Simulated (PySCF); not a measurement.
SMILES F[Si](F)(F)[CH2][Ge]([Cl])([Cl])[Cl] (CH2Cl3F3GeSi) (CAM-B3LYP/def2-SVP optimised geometry):

```
11

Si    -1.810    -1.458     2.047
F     -2.722    -1.173     0.767
F     -2.436    -2.715     2.810
F     -1.919    -0.200     3.023
C     -0.065    -1.794     1.566
Ge     0.583    -0.858     0.000
Cl    -0.085     1.173     0.000
Cl     2.722    -0.858     0.000
Cl    -0.089    -1.809    -1.789
H      0.601    -1.530     2.401
H      0.058    -2.869     1.365
```

Method: CAM-B3LYP/def2-TZVP (PySCF).

### Question
What are the frontier orbital energies and the dipole moment?

### Answer
HOMO-2 -11.07 eV, HOMO-1 -10.97 eV, HOMO -10.86 eV, LUMO -0.62 eV, LUMO+1 1.16 eV; dipole moment 2.12 D.

On the same geometry PySCF with PBE/def2-TZVP gives HOMO-2 -8.25 eV, HOMO-1 -8.23 eV, HOMO -8.02 eV, LUMO -2.64 eV, LUMO+1 -0.84 eV; dipole moment 2.00 D.

Meta-Löwdin charges at CAM-B3LYP/def2-TZVP: Si1 1.68, F2 -0.48, F3 -0.48, F4 -0.48, C5 -0.73, Ge6 0.97, Cl7 -0.27, Cl8 -0.27, Cl9 -0.27, H10 0.17, H11 0.17.
